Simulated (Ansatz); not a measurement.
Geometry optimisation, RKS PBE/def2-SVP (Ansatz 0.2.0).

The input (input.yaml):

```yaml
crystal:
  periodic: [false, false, false]
  atoms:
    - { symbol: W, position_ang: [0.0, 0.0, 0.0] }
    - { symbol: H, position_ang: [0.0, 0.0, 1.72] }
    - { symbol: Cl, position_ang: [2.39, 0.0, 0.0] }
    - { symbol: O, position_ang: [0.0, 1.94, 0.0] }
    - { symbol: H, position_ang: [-0.6343, 2.2771, -0.71] }
    - { symbol: O, position_ang: [-1.94, 0.0, 0.0] }
    - { symbol: H, position_ang: [-2.2771, -0.1263, 0.9437] }
    - { symbol: H, position_ang: [0.0, -1.72, 0.0] }
    - { symbol: F, position_ang: [0.0, 0.0, -1.85] }
basis:
  gaussian: { orbitals: def2-SVP }
hamiltonian:
  xc: pbe
relax:
  f_tol: 0.02
  max_steps: 40
```

Launched with:

```bash
$ ansatz run input.yaml --threads 2 --pin off --max-ram 3072MiB --backend cpu --events-out ev --progress --plain --runs-dir out
```

Q: Where does it end, and by what steps?

A: The run converged. After 30 steps the energy has fallen by 2.253 eV; H5 moved furthest, 1.52 Å.

```csv
step,energy less start (eV),largest force component (eV/Å),accepted
0,0.0000,2.024,yes
2,-1.1121,1.544,yes
4,-1.5448,2.022,yes
6,-1.8869,0.661,yes
8,-2.0623,0.990,yes
10,-2.1279,0.342,yes
12,-2.1440,0.146,yes
14,-2.1591,0.394,yes
16,-2.2040,0.363,yes
18,-2.2238,0.263,yes
20,-2.2396,0.585,yes
22,-2.2498,0.072,yes
24,-2.2515,0.054,yes
26,-2.2525,0.026,yes
28,-2.2527,0.021,yes
30,-2.2527,0.006,yes
```

```xyz
9
Properties=species:S:1:pos:R:3
W -0.073 0.206 -0.278
H 0.035 0.439 1.408
Cl 2.226 0.011 -0.199
O -0.113 2.103 -0.133
H -0.053 2.710 0.627
O -1.933 -0.005 -0.131
H -2.476 -0.815 -0.093
H -0.024 -1.216 0.635
F -0.049 -1.063 -1.733
```

Whether the end is a true minimum wasn't checked by a vibrational analysis.

Time of the run: 91 s on 2 threads of Intel(R) Xeon(R) Platinum 8259CL CPU @ 2.50GHz (Skylake/Cascade Lake) (shared host), peak memory 0.18 GiB.
